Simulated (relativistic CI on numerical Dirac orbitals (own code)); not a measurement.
Ni⁺ (3d9) in a crystal field

Calculated by Dirac-Coulomb-Breit CI, KLI orbitals optimised for each configuration, a model potential for QED, valence Slater integrals scaled by 0.8, one configuration in a parametric crystal field (own radial code).

Field parameters in Wybourne normalisation: Oh B⁴₀ = 21Dq, B⁴₄ = √(5/14) B⁴₀. The field is a parameter set, without covalency.

S is read from ⟨S²⟩ = S(S + 1).

Powder χT (cm³ K mol⁻¹) by Van Vleck's formula, with temperature-independent terms:

```tsv
Field	2 K	5 K	10 K	20 K	50 K	100 K	200 K	300 K
Oh, 10Dq = 2400 cm⁻¹	0.708	0.709	0.711	0.716	0.728	0.748	0.789	0.83
Oh, 10Dq = 4300 cm⁻¹	0.577	0.578	0.579	0.581	0.588	0.6	0.623	0.647
Oh, 10Dq = 6200 cm⁻¹	0.517	0.518	0.519	0.52	0.525	0.533	0.55	0.566
Oh, 10Dq = 8100 cm⁻¹	0.484	0.485	0.485	0.487	0.49	0.497	0.51	0.522
Oh, 10Dq = 10000 cm⁻¹	0.464	0.464	0.464	0.466	0.469	0.474	0.484	0.494
Oh, 10Dq = 11900 cm⁻¹	0.45	0.45	0.45	0.451	0.454	0.458	0.467	0.476
Oh, 10Dq = 13800 cm⁻¹	0.439	0.44	0.44	0.441	0.443	0.447	0.454	0.462
Oh, 10Dq = 15700 cm⁻¹	0.432	0.432	0.432	0.433	0.435	0.438	0.445	0.451
```

**Question.** For Oh, 10Dq = 10000 cm⁻¹: what effective moment follows at 300 K?

**Answer.** μ_eff = √(8χT) = 1.99 μB. The ground level has S = 0.50; the spin-only moment for S = 1/2 is 1.73 μB. The difference comes from the orbital moment, spin-orbit mixing of terms and temperature-independent paramagnetism, all larger in this ionic model than in covalent complexes.
